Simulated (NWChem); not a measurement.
The numbers come from NWChem runs, not from measurements. System: selenium dioxide (O2Se), charge 0, spin multiplicity 1, at a geometry optimised with PBE0/def2-SVP. Level: G0W0@PBE0/def2-TZVP, RI basis def2-tzvp-rifit.

Output (cleaned and shortened):

```
             Northwest Computational Chemistry Package (NWChem) 7.3.0
             --------------------------------------------------------

                                NWChem Input Module
                                -------------------

 Scaling coordinates for geometry "geometry" by  1.889725989
 (inverse scale =  0.529177249)

 Turning off AUTOSYM since
 SYMMETRY directive was detected!

                             Geometry "geometry" -> ""
                             -------------------------

 Output coordinates in angstroms (scale by  1.889725989 to convert to a.u.)

  No.       Tag          Charge          X              Y              Z
 ---- ---------------- ---------- -------------- -------------- --------------
    1 O                    8.0000     1.35233100     0.00000000    -0.58518800
    2 Se                  34.0000     0.00000000     0.00000000     0.27538300
    3 O                    8.0000    -1.35233100     0.00000000    -0.58518800

 Effective nuclear repulsion energy (a.u.)     192.1133326348

            Nuclear Dipole moment (a.u.)
            ----------------------------
        X                 Y               Z
 ---------------- ---------------- ----------------
     0.0000000000     0.0000000000     0.0000264562

      Symmetry information
      --------------------

 Group name             C2v
 Group number             16
 Group order               4
 No. of unique centers     2

      Symmetry unique atoms

     1    2


 Summary of "ao basis" -> "" (spherical)
 ------------------------------------------------------------------------------
       Tag                 Description            Shells   Functions and Types
 ---------------- ------------------------------  ------  ---------------------
 *                         def2-tzvp                  on all atoms

 new library libraries.bse/

 Summary of "ri basis" -> "" (spherical)
 ------------------------------------------------------------------------------
       Tag                 Description            Shells   Functions and Types
 ---------------- ------------------------------  ------  ---------------------
 *                      def2-tzvp-rifit               on all atoms

                                 NWChem DFT Module
                                 -----------------

 Summary of "ao basis" -> "ao basis" (spherical)
 ------------------------------------------------------------------------------
       Tag                 Description            Shells   Functions and Types
 ---------------- ------------------------------  ------  ---------------------
 O                         def2-tzvp                11       31   5s3p2d1f
 Se                        def2-tzvp                16       48   6s5p4d1f

 Summary of "ao basis" -> "ao basis" (spherical)
 ------------------------------------------------------------------------------
       Tag                 Description            Shells   Functions and Types
 ---------------- ------------------------------  ------  ---------------------
 O                         def2-tzvp                11       31   5s3p2d1f
 Se                        def2-tzvp                16       48   6s5p4d1f

      Symmetry analysis of basis
      --------------------------

        a1         42
        a2         15
        b1         32
        b2         21

            General Information
            -------------------
          SCF calculation type: DFT
          Wavefunction type:  closed shell.
          No. of atoms     :     3
          No. of electrons :    50
           Alpha electrons :    25
            Beta electrons :    25
          Charge           :     0
          Spin multiplicity:     1
          Use of symmetry is: on ; symmetry adaption is: on
          Maximum number of iterations: 100
          This is a Direct SCF calculation.
          AO basis - number of functions:   110
                     number of shells:    38
          Convergence on energy requested:  1.00D-06
          Convergence on density requested:  1.00D-05
          Convergence on gradient requested:  5.00D-04

              XC Information
              --------------
                         PBE0 Method XC Functional
[...]
  ----- ------------  ---------------      ----- ------------  ---------------
     7      0.326910  1 O  py                86     -0.326910  3 O  py
    10      0.281089  1 O  py                89     -0.281089  3 O  py
    13      0.191553  1 O  py                92     -0.191553  3 O  py
    68      0.080000  2 Se d -2              53     -0.070031  2 Se d -2
    63      0.063757  2 Se d -2              74     -0.031827  2 Se f -2

 Vector   24  Occ=2.000000D+00  E=-3.521948D-01  Symmetry=b1
              MO Center= -4.1D-14, -8.6D-16, -4.9D-01, r^2= 2.5D+00
   Bfn.  Coefficient  Atom+Function         Bfn.  Coefficient  Atom+Function
  ----- ------------  ---------------      ----- ------------  ---------------
     6      0.263321  1 O  px                85      0.263321  3 O  px
     9      0.223262  1 O  px                88      0.223262  3 O  px
     8      0.213259  1 O  pz                87     -0.213259  3 O  pz
    11      0.185188  1 O  pz                90     -0.185188  3 O  pz
    12      0.148039  1 O  px                91      0.148039  3 O  px

 Vector   25  Occ=2.000000D+00  E=-3.355045D-01  Symmetry=a1
              MO Center=  2.4D-14, -1.7D-15, -2.9D-01, r^2= 2.5D+00
   Bfn.  Coefficient  Atom+Function         Bfn.  Coefficient  Atom+Function
  ----- ------------  ---------------      ----- ------------  ---------------
    37      0.358980  2 Se s                  8     -0.308724  1 O  pz
    87     -0.308724  3 O  pz                11     -0.260734  1 O  pz
    90     -0.260734  3 O  pz                49      0.190988  2 Se pz
    14     -0.185132  1 O  pz                93     -0.185132  3 O  pz
    43     -0.136880  2 Se pz                46      0.132536  2 Se pz

 Vector   26  Occ=0.000000D+00  E=-1.500454D-01  Symmetry=b2
              MO Center=  2.8D-14,  8.3D-16,  3.2D-02, r^2= 2.4D+00
   Bfn.  Coefficient  Atom+Function         Bfn.  Coefficient  Atom+Function
  ----- ------------  ---------------      ----- ------------  ---------------
    48      0.468250  2 Se py                51      0.336700  2 Se py
    42     -0.261981  2 Se py                 7     -0.255732  1 O  py
    86     -0.255732  3 O  py                45      0.241535  2 Se py
    13     -0.226824  1 O  py                92     -0.226824  3 O  py
    10     -0.215751  1 O  py                89     -0.215751  3 O  py

 Vector   27  Occ=0.000000D+00  E= 1.031662D-02  Symmetry=a1
              MO Center=  2.4D-14, -1.6D-15,  1.2D-01, r^2= 3.0D+00
   Bfn.  Coefficient  Atom+Function         Bfn.  Coefficient  Atom+Function
  ----- ------------  ---------------      ----- ------------  ---------------
    37      0.981617  2 Se s                 52     -0.802141  2 Se pz
     5     -0.416832  1 O  s                 84     -0.416832  3 O  s
    49     -0.368258  2 Se pz                12      0.341145  1 O  px
    91     -0.341145  3 O  px                 6      0.216841  1 O  px
    85     -0.216841  3 O  px                 9      0.196213  1 O  px

 Vector   28  Occ=0.000000D+00  E= 2.094691D-02  Symmetry=b1
              MO Center=  5.9D-14, -7.9D-16,  5.4D-01, r^2= 3.4D+00
   Bfn.  Coefficient  Atom+Function         Bfn.  Coefficient  Atom+Function
  ----- ------------  ---------------      ----- ------------  ---------------
    50      1.205123  2 Se px                 5     -0.704999  1 O  s
    84      0.704999  3 O  s                 47      0.476284  2 Se px
    14     -0.290626  1 O  pz                93      0.290626  3 O  pz
    41     -0.180596  2 Se px                 8     -0.174338  1 O  pz
    87      0.174338  3 O  pz                11     -0.160263  1 O  pz

 center of mass
 --------------
 x =   0.00000000 y =   0.00000000 z =   0.05133237

 moments of inertia (a.u.)
 ------------------
          60.200106494952           0.000000000000           0.000000000000
           0.000000000000         269.117921589723           0.000000000000
           0.000000000000           0.000000000000         208.917815094772

     Multipole analysis of the density
     ---------------------------------

     L   x y z        total         alpha         beta         nuclear
     -   - - -        -----         -----         ----         -------
     0   0 0 0     -0.000000    -25.000000    -25.000000     50.000000

     1   1 0 0      0.000000      0.000000      0.000000      0.000000
     1   0 1 0     -0.000000     -0.000000     -0.000000      0.000000
     1   0 0 1      1.078046      0.539010      0.539010      0.000026

     2   2 0 0    -25.127905    -64.810027    -64.810027    104.492149
     2   1 1 0     -0.000000     -0.000000     -0.000000      0.000000
     2   1 0 1      0.000000      0.000000      0.000000      0.000000
     2   0 2 0    -18.980293     -9.490147     -9.490147      0.000000
     2   0 1 1      0.000000      0.000000      0.000000      0.000000
     2   0 0 2    -20.986368    -24.880175    -24.880175     28.773983

 Task  times  cpu:        8.3s     wall:        8.3s

                                NWChem Input Module
                                -------------------

                                 NWChem GW Module
                                 ----------------

                             ***********************
                             ***        GW       ***
                             ***********************

 Summary of "ri basis" -> "ri basis" (spherical)
 ------------------------------------------------------------------------------
       Tag                 Description            Shells   Functions and Types
 ---------------- ------------------------------  ------  ---------------------
 O                      def2-tzvp-rifit             22       76   8s6p4d3f1g
 Se                     def2-tzvp-rifit             37      159   10s9p8d5f4g1h

                 Memory Information
                 ------------------
          Available GA per process is          1699.9 MBs
          Available stack per process is        700.0 MBs
          Available heap per process is           0.0 MBs

          Peak memory in Initialization
              Peak GA per process is                  7.8 MBs
              Peak stack per process is               0.1 MBs
              Peak heap per process is                8.3 MBs
              Memory not in MA per process            0.0 MBs

          Peak memory in AFF Calculation
              Peak GA per process is                 46.4 MBs
              Peak stack per process is              34.5 MBs
              Peak heap per process is                0.0 MBs
              Memory not in MA per process           34.5 MBs

          Computing 2-center integrals
          Computing Inverse Cholesky factor
          Computing 3-center integrals
          Computing V_xc ...

          Computing Sigma_x
          Computing RPA polarizability
          Solving quasiparticle equations

                  Alpha Orbitals
          State     Energy (eV)     Error (eV)
          -----------------------------------
@GW        22        -14.199           0.004
@GW        23        -11.808           0.005
@GW        24        -11.623           0.005
@GW        25        -11.263           0.005
@GW        26         -1.296           0.002
@GW        27          2.883           0.002

   Applying  -2.1331 eV scissor-shift to rest of particle states

   Applying   2.7874 eV scissor-shift to rest of hole states

     GW Timing Statistics
   ------------------------
   Init.   :          0.1s
     ERIs  :          0.6s
     Distr.:          0.0s
     Vxc   :          1.0s
   Sigma_x :          0.0s
   RPA     :          1.3s
   Wmn     :          0.0s
   Sigma_c :          0.0s
   GW total:          3.1s

 Task  times  cpu:        3.1s     wall:        3.1s

 Total times  cpu:       11.5s     wall:       11.5s
```

Task: Write an NWChem input that would produce this output.

Result: One answer among several that fit: 
```
start mol
memory heap 200 mb stack 700 mb global 1700 mb
geometry units angstroms nocenter noautoz
  O      1.352331     0.000000    -0.585188
  Se     0.000000     0.000000     0.275383
  O     -1.352331     0.000000    -0.585188
  symmetry group C2v
end
basis spherical
  * library def2-tzvp
end
basis "ri basis" bse spherical
  * library def2-tzvp-rifit
end
dft
  xc pbe0
  iterations 100
  direct
  tolerances tight
end
task dft energy
gw
  states alpha occ 4 vir 2
end
task dft gw
```
